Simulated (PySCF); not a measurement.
# Correlation energy of Re⁵⁸⁺ (rhenium, charge +58)

[Ne] 3s2 3p5, 2P determinant. Computed with PySCF 2.14 in an uncontracted even-tempered set (17 s from 15 bohr⁻², ratio 2.5; 12 p from 20 bohr⁻², ratio 2.5; 4 d from 81 bohr⁻², ratio 2.7; 4 f from 120 bohr⁻², ratio 2.7), with scalar relativity by spin-free X2C-1e. Frozen: 1s2; 15 electrons correlated; the 20 highest virtual orbitals of each spin left out.

MP2 pair energies summed by pair of shells (mhartree):

| pair | energy | share (%) |
| --- | --- | --- |
| 2p-2p | -197.00 | 30.1 |
| 3p-3p | -141.67 | 21.6 |
| 2p-3p | -113.31 | 17.3 |
| 3s-3p | -64.66 | 9.9 |
| 2s-2p | -59.46 | 9.1 |
| 2p-3s | -29.49 | 4.5 |
| 2s-3p | -20.67 | 3.2 |
| 2s-2s | -11.57 | 1.8 |
| 3s-3s | -10.23 | 1.6 |
| 2s-3s | -7.44 | 1.1 |

Total MP2 correlation energy: -655.50 mhartree.

At this charge the one-electron X2C treatment keeps the bare 1/r₁₂, with no two-electron picture change or Breit term. The effect here is smaller than on the frozen 1s shell; and a scalar Hamiltonian misses the large spin-orbit splitting of the p shells, which matters for ns² → np² pairs.
